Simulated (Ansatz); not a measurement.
Born–Oppenheimer molecular dynamics of FH$_{5}$NO$_{3}$Ta (11 atoms, charge 0, multiplicity 1). It starts from a relaxed structure.

Level of theory: RHF/def2-SVP in Ansatz.

| Item | Value |
| --- | --- |
| ensemble | NVE (velocity Verlet) |
| time step | 0.5 fs |
| steps asked | 166 |
| starting velocities drawn for | 300 K |
| seed | 808832 |

First frame:

```xyz
11
Properties=species:S:1:pos:R:3
Ta -0.090 -0.142 -0.056
O 1.818 -0.151 0.041
H 2.387 -0.208 0.793
F -0.099 -0.155 1.875
O -0.157 -0.231 -1.932
H -0.187 -0.230 -2.870
O -1.047 1.511 0.050
H -1.367 1.974 0.808
N -1.075 -1.852 0.129
H -1.304 -2.254 1.019
H -1.403 -2.418 -0.631
```

Task: How far do the bonds stretch over the last three quarters of this one trajectory? (Pairs bonded in most of those frames.)

Result: 
```tsv
bond	mean (Å)	spread (Å)	shortest	longest
Ta1–O2	1.921	0.054	1.84	2.00
Ta1–F4	1.932	0.022	1.89	1.97
Ta1–O5	1.874	0.019	1.84	1.90
Ta1–O7	1.912	0.006	1.90	1.93
Ta1–N9	1.978	0.013	1.96	2.00
O2–H3	0.946	0.011	0.93	0.96
O5–H6	0.940	0.011	0.92	0.96
O7–H8	0.945	0.010	0.93	0.96
N9–H10	1.006	0.021	0.97	1.04
N9–H11	1.004	0.013	0.98	1.03
```

Pairs bonded in part of these frames only: Ta1–H3 18 %.

Mean temperature of the second half: 144 K. The conserved energy stayed within 0.18 meV per atom of its start (net change 0.11 meV per atom), so the integration is sound. Over the second half the temperature averaged 0.48 of the 300 K drawn at the start: a run that starts near a minimum puts about half its kinetic energy into the potential. A run of 0.083 ps of so small a system gives no equilibrium averages.

The run took 3.8 min on 4 threads of Arm Neoverse V1 (shared host), peak memory 0.3 GiB.
